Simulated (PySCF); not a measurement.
# Spin states of CsB

Unrestricted PBE0; Cs def2-TZVP with ECP46, B def2-TZVP; scalar-relativistic core potentials (PySCF 2.14). Outer shells of the fragments: Cs 6s1; B 2s2 2p1.

Followed along the bond (rough minima from three points):

| 2Ms+1 | unpaired | ⟨S²⟩ at the start | R at minimum (Å) | Te (eV) |
| --- | --- | --- | --- | --- |
| 3 | σ ↑, π ↑ | 2.00 | 3.10 | 0.00 |
| 3 | π ↑↑ | 2.00 | 2.76 | 0.02 |
| 1 | σ ↓, π ↑ | 1.01 | 3.11 | 0.20 |
| 1 | π ↑↓ | 1.01 | 2.76 | 0.22 |
| 1 | none | 0.23 | 3.58 | 0.71 |

Solutions found at the starting distance of 3.020 Å, counted from the lowest of them; the search is not exhaustive and high or unbound solutions are not listed, so other states can lie among these:

| 2Ms+1 | unpaired | term | E (eV) | ⟨S²⟩ | ⟨Lz²⟩ | μ (D) |
| --- | --- | --- | --- | --- | --- | --- |
| 3 | σ ↑, π ↑ | ³Π | 0.00 | 2.00 | 1.01 | -8.36 |
| 3 | π ↑↑ | ³Σ⁻ | 0.11 | 2.00 | 0.00 | -10.09 |
| 1 | σ ↓, π ↑ | mixed | 0.20 | 1.01 | 1.01 | -8.06 |
| 1 | π ↑↓ | mixed | 0.30 | 1.01 | 2.02 | -10.00 |
| 1 | none | ¹Σ⁺ | 0.94 | 0.23 | 0.00 | -4.31 |
| 1 | none | mixed | 1.11 | 0.00 | 2.00 | -9.49 |
| 3 | σ ↑↑ | ³Σ⁺ | 1.42 | 2.00 | 0.00 | 1.96 |
| 3 | π ↑↑ | mixed | 2.53 | 2.00 | 2.01 | 4.58 |
| 3 | π ↑, δ ↑ | mixed | 2.75 | 2.00 | 5.01 | 0.44 |
| 3 | π ↑, δ ↑ | mixed | 2.75 | 2.00 | 4.93 | 0.48 |

A term symbol is given only where ⟨S²⟩ and ⟨Lz²⟩ are close to those of a pure state; real π, δ and φ orbitals otherwise mix terms. A positive dipole means Cs(−)B(+).

Question: Compare the gap between the two lowest followed solutions at the starting distance with the gap between their minima.

Answer: At PBE0 the second solution (triplet, unpaired electrons π ↑↑) lies +0.11 eV from the first (triplet, unpaired electrons σ ↑, π ↑) at 3.020 Å and +0.02 eV at the minima; the two curves relax by different amounts, since their minima lie near 2.76 and 3.10 Å. A gap this small is a tie at this level.

Spin–orbit coupling is left out.
